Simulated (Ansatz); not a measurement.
Consider the ligand exchange at the Si–C bond: `N[SiH2][SiH2]C=O` + H₂S → `N[SiH2][SiH2]S` + `C=O`.

Isolated molecules relaxed with PBE0-D4/def2-TZVP in Ansatz; ΔE leaves out vibrations. CCSD(T)/CBS is the MP2 limit (def2-TZVPP, def2-QZVPP) plus CCSD(T) − MP2 in def2-TZVPP, frozen cores. This one scheme is used for every species. DFT in def2-TZVPP. B3LYP here is the variant with VWN-RPA as its local correlation; programs differ in this. Each species was taken in one conformer, which may not be the lowest.

(1) Is it downhill or uphill in electronic energy at CCSD(T)/CBS, and by how much? (An estimate is asked.)

(2) What do these levels give: B3LYP-D4, r2SCANh-D4, BHLYP-D4, ωB97M-V, B2PLYP, revPBE, r2SCAN0, BHLYP, LC-ωPBE, RPA@PBE/def2-TZVPP, SCS-MP2/def2-TZVPP, CCSD(T)/def2-TZVPP? (Estimate.)

(3) What do rigid-rotor, harmonic-oscillator terms from PBE0-D4/def2-TZVP frequencies (298.15 K, 1 bar) make of the CCSD(T)/CBS value? (Best estimate.)

Largest T1 diagnostic among the species: 0.015.

## Answers

(1) Computed: Downhill: ΔE = -18.1 kcal/mol.

(2) The calculation gave: B3LYP-D4 -17.1, r2SCANh-D4 -17.7, BHLYP-D4 -18.7, ωB97M-V -17.6, B2PLYP -17.3, revPBE -15.7, r2SCAN0 -18.3, BHLYP -17.7, LC-ωPBE -17.8, RPA@PBE/def2-TZVPP -17.1, SCS-MP2/def2-TZVPP -18.6, CCSD(T)/def2-TZVPP -17.5 kcal/mol.

(3) Ansatz gave: ΔZPE = +2.0 kcal/mol, ΔH = -16.5 kcal/mol, ΔS = -6 J/(mol·K), ΔG = -16.1 kcal/mol. Modes under 50 cm⁻¹ make the entropy rough.

At CCSD(T), def2-SVP lies +1.0 kcal/mol from the extrapolated value and def2-TZVPP +0.6 kcal/mol. From PBE to PBE0 (25 % exact exchange), in def2-TZVPP and without D4, ΔE moves by −1.7 kcal/mol. Leaving LDA and LC-ωPBE aside and taking each functional with its dispersion term where it has one, the values, not all of them listed here, spread over 3.0 kcal/mol, from PBE-QIDH to BLYP-D4.
